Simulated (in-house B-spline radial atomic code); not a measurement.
Configurations of the selenium ion Se²⁺, with energies counted from [Ar] 3d10 4s2 4p2. Method: non-relativistic LDA PW92, spin-polarised, spherical fractional occupations, point nucleus. Calculated with a radial B-spline atomic code at the basis-set limit. Shells without spins written out take the highest spin.

Occupations are held fixed; configurations that lie above the ionisation limit could autoionise.

| configuration | E - E(ref) (eV) | highest orbital | its <r> (bohr) |
| --- | --- | --- | --- |
| [Ar] 3d10 4s2 4p(1 up, 1 down) | 0.91494 | 4p up | 1.988 |
| [Ar] 3d10 4s1 4p2 4f1 | 33.184 | 4f up | 5.151 |
| [Ar] 3d9 4s2 4p2 5s1 | 72.894 | 5s up | 3.788 |
| [Ar] 3d9 4s2 4p2 5d1 | 80.682 | 5d up | 5.989 |
| [Ar] 3d9 4s2 4p2 5f1 | 84.223 | 5f up | 9.113 |
| [Ne] 3s2 3p5 3d10 4s2 4p3 | 151.95 | 4p up | 1.872 |
| [Ne] 3s2 3p5 3d10 4s2 4p2 4f1 | 178.23 | 4f up | 5.144 |

(1) Order these further configurations by energy, lowest first.
A. [Ar] 3d10 4s2 4p1 5d1
B. [Ar] 3d9 4s2 4p2 4d1
C. [Ne] 3s2 3p5 3d10 4s2 4p2 5p1
D. [Ar] 3d(5 up, 4 down) 4s2 4p(0 up, 2 down) 5s(1 up, 0 down)
E. [Ne] 3s2 3p(2 up, 3 down) 3d10 4s2 4p(2 up, 0 down) 5s(0 up, 1 down)

(2) How far above the reference does [Ar] 3d10 4s2 4p1 5p1 lie?

(3) How far above the reference does [Ar] 3d10 4s2 4p(1 up, 0 down) 4d(1 up, 0 down) lie?

(4) How far above the reference does [Ar] 3d10 4s2 4p(0 up, 1 down) 5s(0 up, 1 down) lie?

Answers

(1) A (22.938 eV), B (71.93 eV), D (73.656 eV), E (170.39 eV), C (172.98 eV).

(2) 18.597 eV; its least bound orbital is 5p up with <r> = 4.546 bohr.

(3) 15.192 eV; its least bound orbital is 4d up with <r> = 2.914 bohr.

(4) 15.473 eV; its least bound orbital is 5s down with <r> = 3.926 bohr.
